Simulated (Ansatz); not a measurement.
Reaction (substitution at a C–C bond): `CC(C)(C)Cl` + `OB(S)Cl` → `CSB(O)Cl` + `CC(C)Cl`

Isolated molecules relaxed with PBE0-D4/def2-TZVP in Ansatz; ΔE leaves out vibrations. CBS: MP2 limit from def2 TZ/QZ plus the TZ coupled-cluster correction, frozen cores. DFT in def2-TZVPP. B3LYP here is the variant with VWN-RPA as its local correlation; programs differ in this. One conformer a species, not always the lowest.

```csv
level,ΔE (kcal/mol),difference from CCSD(T)/CBS
ωB97X-V,4.2,-0.6
ωB97M-V,4.6,-0.2
PBE,2.5,-2.3
B3LYP,2.4,-2.4
SCS-MP2/def2-TZVPP,5.1,0.3
CCSD/def2-TZVPP,5.3,0.5
HF/def2-QZVPP,3.0,-1.8
MP2/def2-QZVPP,5.3,0.5
SCS-MP2/def2-QZVPP,4.6,-0.2
MP2/CBS(def2),5.0,0.2
CCSD(T)/CBS,4.8,0
```

Largest T1 diagnostic among the species: 0.012.

In def2-TZVPP, CCSD(T) changes the Hartree–Fock value by +2.3 kcal/mol (the triples alone add +0.2 kcal/mol) and MP2 by +2.6 kcal/mol. The D4 term adds +1.0 kcal/mol with B3LYP and +0.5 kcal/mol with PBE0; it sums over pairs of atoms, weighted by their polarisabilities, and B3LYP, whose exchange is more repulsive, gets the larger term.
